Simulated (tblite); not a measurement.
Species: C₄H₇BrOSi₂.
Numbering: `[CH:1]#[C:2][C@@H:3]1[SiH2:4][CH2:5][O:6][Si@@H:7]1[Br:8]` (hydrogens: H9 on C1; H10 on C3; H11, H12 on Si4; H13, H14 on C5; H15 on Si7)

Computed with GFN2-xTB (tblite), gas phase: L-BFGS steps from a force-field or distance-geometry start until the largest atomic force falls under 0.01 eV/Å.

Step 17: E = -646.3887 eV
```
atom  x, y, z in Å  |  force x, y, z in eV/Å
C1      2.9580    0.9465   -0.6483    0.070   0.031  -0.037
C2      1.9778    0.4899   -0.1361   -0.047  -0.001   0.052
C3      0.7849   -0.0203    0.4765   -0.007  -0.015   0.017
Si4    -0.1273   -1.3586   -0.5478   -0.003  -0.001  -0.021
C5     -1.9173   -0.9122   -0.0032   -0.012  -0.008  -0.002
O6     -1.9346    0.3339    0.6702   -0.018   0.000  -0.007
Si7    -0.6099    1.2477    0.7923    0.012   0.026  -0.003
Br8    -0.6392    2.8072   -0.7769    0.043   0.008   0.000
H9      3.8264    1.3300   -1.0905    0.014   0.023  -0.027
H10     1.0581   -0.4451    1.4480    0.015  -0.009   0.028
H11     0.0303   -1.1079   -1.9789   -0.005  -0.020  -0.015
H12     0.2117   -2.7179   -0.1312   -0.005  -0.003  -0.007
H13    -2.5919   -0.8286   -0.8589   -0.032  -0.030  -0.009
H14    -2.3480   -1.6479    0.6798   -0.019  -0.022   0.008
H15    -0.6835    1.8914    2.0831   -0.006   0.020   0.023
```

Step 18: E = -646.3892 eV
```
atom  x, y, z in Å  |  force x, y, z in eV/Å
C1      2.9582    0.9467   -0.6490    0.066   0.031  -0.034
C2      1.9794    0.4902   -0.1342   -0.057  -0.005   0.042
C3      0.7859   -0.0210    0.4765   -0.026  -0.002   0.030
Si4    -0.1280   -1.3586   -0.5479    0.005   0.002  -0.019
C5     -1.9181   -0.9131   -0.0032   -0.006  -0.002   0.001
O6     -1.9346    0.3335    0.6696   -0.011   0.012  -0.003
Si7    -0.6098    1.2475    0.7936    0.015   0.043  -0.027
Br8    -0.6350    2.8101   -0.7773    0.041  -0.025   0.031
H9      3.8255    1.3318   -1.0916    0.021   0.025  -0.028
H10     1.0586   -0.4461    1.4480    0.013  -0.011   0.027
H11     0.0302   -1.1107   -1.9789   -0.006  -0.013  -0.024
H12     0.2114   -2.7178   -0.1335   -0.003  -0.014   0.000
H13    -2.5933   -0.8298   -0.8584   -0.030  -0.030  -0.009
H14    -2.3483   -1.6485    0.6807   -0.017  -0.019   0.006
H15    -0.6866    1.8938    2.0837   -0.004   0.008   0.007
```

Step 19: E = -646.3897 eV
```
atom  x, y, z in Å  |  force x, y, z in eV/Å
C1      2.9588    0.9472   -0.6500    0.030   0.017  -0.013
C2      1.9811    0.4908   -0.1320   -0.037   0.003   0.015
C3      0.7868   -0.0218    0.4771   -0.029   0.015   0.035
Si4    -0.1288   -1.3584   -0.5483    0.011   0.004  -0.012
C5     -1.9192   -0.9140   -0.0030   -0.001   0.004   0.002
O6     -1.9350    0.3335    0.6689    0.002   0.020  -0.004
Si7    -0.6097    1.2479    0.7945    0.010   0.040  -0.036
Br8    -0.6293    2.8129   -0.7770    0.038  -0.047   0.050
H9      3.8250    1.3343   -1.0935    0.014   0.019  -0.021
H10     1.0593   -0.4477    1.4486    0.007  -0.009   0.021
H11     0.0300   -1.1143   -1.9793   -0.007  -0.004  -0.032
H12     0.2110   -2.7178   -0.1361   -0.002  -0.022   0.008
H13    -2.5953   -0.8318   -0.8579   -0.023  -0.028  -0.001
H14    -2.3487   -1.6495    0.6817   -0.011  -0.008   0.001
H15    -0.6903    1.8967    2.0843   -0.001  -0.005  -0.011
```

Step 20: E = -646.3901 eV
```
atom  x, y, z in Å  |  force x, y, z in eV/Å
C1      2.9594    0.9478   -0.6509   -0.016  -0.001   0.012
C2      1.9824    0.4916   -0.1299   -0.006   0.018  -0.014
C3      0.7872   -0.0223    0.4782   -0.015   0.025   0.028
Si4    -0.1293   -1.3582   -0.5487    0.013   0.005  -0.003
C5     -1.9203   -0.9146   -0.0027    0.003   0.007   0.002
O6     -1.9354    0.3339    0.6682    0.011   0.021  -0.011
Si7    -0.6096    1.2489    0.7948    0.003   0.017  -0.024
Br8    -0.6232    2.8148   -0.7758    0.034  -0.049   0.048
H9      3.8248    1.3371   -1.0956   -0.003   0.009  -0.010
H10     1.0600   -0.4495    1.4495   -0.001  -0.004   0.012
H11     0.0296   -1.1178   -1.9802   -0.008   0.004  -0.033
H12     0.2106   -2.7182   -0.1384   -0.003  -0.021   0.012
H13    -2.5975   -0.8341   -0.8575   -0.013  -0.023   0.009
H14    -2.3491   -1.6506    0.6827   -0.003   0.007  -0.003
H15    -0.6939    1.8992    2.0844    0.002  -0.015  -0.024
```

Question: Estimate the geometry and energy of step 21. (The exact step hangs on the optimiser's Hessian estimate; all steps are aligned on step 20, rigid shifts and turns removed.)

Answer: E = -646.3904 eV, largest force 0.054 eV/Å
```
atom  x, y, z in Å  |  force x, y, z in eV/Å
C1      2.9597    0.9483   -0.6515   -0.042  -0.010   0.026
C2      1.9831    0.4923   -0.1285    0.013   0.026  -0.030
C3      0.7872   -0.0221    0.4795    0.004   0.021   0.014
Si4    -0.1294   -1.3580   -0.5491    0.012   0.004   0.003
C5     -1.9210   -0.9149   -0.0025    0.007   0.008   0.000
O6     -1.9353    0.3346    0.6674    0.010   0.015  -0.018
Si7    -0.6094    1.2499    0.7947   -0.003  -0.014  -0.003
Br8    -0.6180    2.8153   -0.7739    0.032  -0.032   0.029
H9      3.8244    1.3394   -1.0973   -0.020  -0.001   0.001
H10     1.0605   -0.4508    1.4503   -0.007   0.003   0.005
H11     0.0292   -1.1203   -1.9815   -0.008   0.009  -0.025
H12     0.2102   -2.7190   -0.1400   -0.004  -0.013   0.013
H13    -2.5994   -0.8362   -0.8569   -0.003  -0.016   0.016
H14    -2.3495   -1.6512    0.6834    0.005   0.019  -0.005
H15    -0.6967    1.9008    2.0840    0.004  -0.018  -0.026
```

The energy changes by -0.0003 eV. The first-order estimate −F·Δx gives -0.0004 eV and the mean of the old and new forces, exact on a quadratic surface, -0.0003 eV. The step makes an angle of 65° with the force vector and moves no atom by more than 0.006 Å.

The cost below is that of the whole relaxation. Time: 2.3 s of wall time. Hardware: one thread of an Intel Xeon at 2.50 GHz, shared host with 64 logical CPUs at a one-minute load of 57.
